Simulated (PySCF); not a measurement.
Gas-phase reaction: GeI₂ + 6 Cl → GeCl₄ + 2 ICl

Energies from PySCF, thermal terms from the rigid-rotor harmonic-oscillator model, ideal gas at 1 bar. † marks an energy on the PBE0/def2-TZVP geometry and frequencies; other levels use their own. MP2 freezes the core. Open shells (unrestricted): Cl (multiplicity 2); the rest are closed-shell singlets. Spin-orbit splitting is ignored; it lowers the true energy and changes the entropy of Cl. I: scalar-relativistic def2 core potential, no spin-orbit coupling. Ge: all electrons, no relativistic terms. MP2 isn't extrapolated to the basis-set limit.

HF/def2-TZVP† gives ΔH°(298 K) = -784 kJ.

Task: What do PBE0/def2-TZVP, MP2/def2-SVP†, LDA/def2-TZVP† give?

Result: PBE0/def2-TZVP: -1247 kJ; MP2/def2-SVP†: -1119 kJ; LDA/def2-TZVP†: -1536 kJ. For scale, ΔH°(298 K) is -784 kJ at this level, -1277 kJ at ωB97M-V/def2-TZVP†, and runs from -1536 to -784 kJ over the 18 levels computed.
